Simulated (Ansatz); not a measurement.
Compare A (`C#CC[SiH2][GaH2]`) with its isomer B (`[SiH3]C1=[CH][GaH][CH2]1`).

Calculated with Ansatz (gas phase, PBE0-D4/def2-TZVP geometries, no zero-point term in ΔE). CCSD(T)/CBS is the MP2 limit (def2-TZVPP, def2-QZVPP) plus CCSD(T) − MP2 in def2-TZVPP, frozen cores. DFT in def2-TZVPP. For Ga outer-core shells are correlated without core-valence functions, which leaves a few kJ/mol of doubt a bond. Scalar relativity is left out up to krypton. One conformer a species, not always the lowest.

Which is lower in electronic energy at CCSD(T)/CBS, and by how much? (An estimate is asked.)

Computed: B, by 36.0 kJ/mol.

Give E(B) − E(A) in kJ/mol with PBE0-D4, HF/def2-TZVPP, r2SCAN-D4, PBE-D4, B2PLYP, MP2/def2-TZVPP, CCSD(T)/def2-TZVPP. (Estimate.)

The calculation gave: PBE0-D4 -34.5, HF/def2-TZVPP -33.2, r2SCAN-D4 -29.8, PBE-D4 -30.5, B2PLYP -33.2, MP2/def2-TZVPP -38.2, CCSD(T)/def2-TZVPP -35.2. None reverses the order clearly.

Largest T1 diagnostic: 0.013.

From PBE to PBE0 (25 % exact exchange), in def2-TZVPP and without D4, E(B) − E(A) moves by −3.8 kJ/mol.
